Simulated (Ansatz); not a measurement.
Calculated with Ansatz (gas phase, PBE0-D4/def2-TZVP geometries, no zero-point term in ΔE). CCSD(T)/CBS is the MP2 limit (def2-TZVPP, def2-QZVPP) plus CCSD(T) − MP2 in def2-TZVPP, frozen cores. DFT in def2-TZVPP. Elements past krypton have def2 core potentials. For Ag, I, Li outer-core shells are correlated without core-valence functions, which leaves a few kJ/mol of doubt a bond.

Reaction (cleavage of the Ag–Li bond): `[Li][Ag]` + HI → `[Ag][I]` + `[LiH]`

```csv
level,ΔE (kJ/mol),difference from CCSD(T)/CBS
revPBE-D4,28.8,12.3
r2SCAN-D4,21.5,5.0
r2SCANh-D4,15.4,-1.1
r2SCAN0-D4,6.1,-10.4
CAM-B3LYP-D4,7.9,-8.6
PBE0,15.8,-0.7
LC-ωPBE,-23.5,-40.0
MP2/def2-TZVPP,16.3,-0.2
CCSD/def2-TZVPP,12.5,-4.0
HF/def2-QZVPP,-46.3,-62.8
CCSD(T)/CBS,16.5,0
```

Largest T1 diagnostic among the species: 0.028, so the coupled-cluster value is less sure than usual.

The D4 term adds −5.9 kJ/mol with B3LYP and −3.0 kJ/mol with PBE0; it sums over pairs of atoms, weighted by their polarisabilities, and B3LYP, whose exchange is more repulsive, gets the larger term. From BLYP to BHLYP (50 % exact exchange), in def2-TZVPP and without D4, ΔE moves by −44.1 kJ/mol.

B3LYP here is the variant with VWN-RPA as its local correlation; programs differ in this.
